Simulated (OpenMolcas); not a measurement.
BHOF2 (difluorohydroxyborane): a line through the functionals

BHOF2: 5 atoms, total charge 0, spin state singlet. As SMILES, `OB(F)F`. The shape is that of a PBE0-D4/def2-TZVP optimisation.

The dipole moment y, in D, basis def2-SVPD; a is the functional's share of exact exchange. Programs: OpenMolcas 26.06.

```
functional     program     a  y (D)
    revPBE  OpenMolcas     0   1.93
      BLYP  OpenMolcas     0   1.95
     B3LYP  OpenMolcas   0.2   2.00
      PBE0  OpenMolcas  0.25      ?
     BHLYP  OpenMolcas   0.5   2.05
```

Question: Fit y = c + s·a to the known rows and predict PBE0.

Answer: 
1. Means of the 4 rows: a = 0.1750, y = 1.982.
2. Σ(Δa)² = 0.1675, Σ(Δa·Δy) = 0.03725, so the slope is 0.03725/0.1675 = 0.22239.
3. Intercept: 1.982 − (0.22239) × 0.1750 = 1.943. The largest residual of the fit is 0.013.
4. PBE0: 1.943 + (0.22239) × 0.25 = 2.00 D.

The run gave 2.00 D, so the prediction is off by 0.00 D: they agree to the digits shown. More exact exchange makes the molecule more polar here.
